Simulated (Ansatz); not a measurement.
Consider the isomerisation: `C[SiH2]C(C)S` → `CC[SiH2]CS`.

Computed with Ansatz on PBE0-D4/def2-TZVP structures; ΔE is electronic, products minus reactants. CBS: MP2 limit from def2 TZ/QZ plus the TZ coupled-cluster correction, frozen cores. DFT in def2-TZVPP. One conformer a species, not always the lowest.

```
        level  ΔE (kJ/mol)
    r2SCAN-D4         11.4
       r2SCAN         11.2
HF/def2-TZVPP          6.6
HF/def2-QZVPP          6.4
```

What does CCSD(T)/CBS give? (An estimate is asked.)

Computed: +11.1 kJ/mol. The listed levels differ from it by 0.3, 0.1, -4.5, -4.7 kJ/mol.

Largest T1 diagnostic among the species: 0.010.

In def2-TZVPP, CCSD(T) changes the Hartree–Fock value by +4.3 kJ/mol (the triples alone add +1.1 kJ/mol) and MP2 by +6.5 kJ/mol.
